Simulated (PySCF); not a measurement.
**CoB at BLYP**

Level: BLYP. PySCF, no relativity, basis sets Co def2-TZVPP, B def2-TZVPP.

```
state                                           : ³Δ (triplet), unpaired electrons σ ↑, δ ↑
bond length                                     : 1.696 Å
harmonic wavenumber                             : 772 cm⁻¹
force constant                                  : 3.26 mdyn/Å
rotational constant Be                          : 0.6318 cm⁻¹
anharmonicity ωexe                              : 6.56 cm⁻¹
vibration–rotation constant αe                  : 0.00611 cm⁻¹
bond order (Mayer)                              : 2.29
dipole moment (positive dipole means Co(−)B(+)) : -1.84 D
```

De is left out where the level can put another filling of the metal’s s and d shells below the measured ground configuration, by anything from nothing to about 1 eV. The state is the lowest single determinant that the PBE0 search found; with open d or f shells the true ground state can be another one.
